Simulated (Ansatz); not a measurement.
One change: `N=[C]([SiH3])[GeH3]` becomes `N=C([SiH3])[SeH]`.

Ansatz, PBE0-D4/def2-TZVP geometries, multiplicity 1. Each molecule was computed in one conformer, which needn't be the lowest.

Scalar relativity is left out up to krypton.

```tsv
property	`N=[C]([SiH3])[GeH3]`
HOMO–LUMO gap (ωB97M-V/def2-TZVPP) / eV	10.08
HOMO–LUMO gap (PBE/def2-TZVPP) / eV	3.31
LUMO energy (PBE0/def2-TZVPP) / eV	-1.24
LUMO energy (PBE/def2-TZVPP) / eV	-2.32
HOMO energy (B3LYP/def2-TZVPP) / eV	-6.70
HOMO–LUMO gap (PBE0/def2-TZVPP) / eV	5.66
```

Problem. What does the change do to each property? (Best estimate.)

Solution. Computed: 
```json
{"property": "HOMO–LUMO gap (ωB97M-V/def2-TZVPP) / eV", "`N=C([SiH3])[SeH]`": "10.26", "shift": "0.18"}
{"property": "HOMO–LUMO gap (PBE/def2-TZVPP) / eV", "`N=C([SiH3])[SeH]`": "3.91", "shift": "0.60"}
{"property": "LUMO energy (PBE0/def2-TZVPP) / eV", "`N=C([SiH3])[SeH]`": "-1.05", "shift": "0.19"}
{"property": "LUMO energy (PBE/def2-TZVPP) / eV", "`N=C([SiH3])[SeH]`": "-2.03", "shift": "0.29"}
{"property": "HOMO energy (B3LYP/def2-TZVPP) / eV", "`N=C([SiH3])[SeH]`": "-6.80", "shift": "-0.10"}
{"property": "HOMO–LUMO gap (PBE0/def2-TZVPP) / eV", "`N=C([SiH3])[SeH]`": "5.97", "shift": "0.31"}
```

With PBE0 the HOMO falls by 0.13 eV and the LUMO rises by 0.19 eV, so the gap widens by about 0.32 eV. PBE moves the HOMO by -0.32 eV and ωB97M-V by -0.06 eV.

B3LYP here is the variant with VWN-RPA as its local correlation; programs differ in this.

Spin–orbit coupling is left out; it splits and shifts lone-pair levels of the heavy atoms by tenths of an eV.
